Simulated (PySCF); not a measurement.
A structure optimised at B3LYP-D3(BJ)/def2-SVPD, used in a PySCF frequency run:

```xyz
3

Mg     0.0000     0.0000     1.2820
I      0.0000     2.3841    -0.1451
I      0.0000    -2.3841    -0.1451
```
Charge -1, spin multiplicity 2.

Task: Write its SMILES, formula and point group.

Result: [I][Mg-][I], I2Mg, C2v

Task: What are its rotational constants (standard atomic weights)?

Result: 11.186, 0.35031, 0.33967 GHz
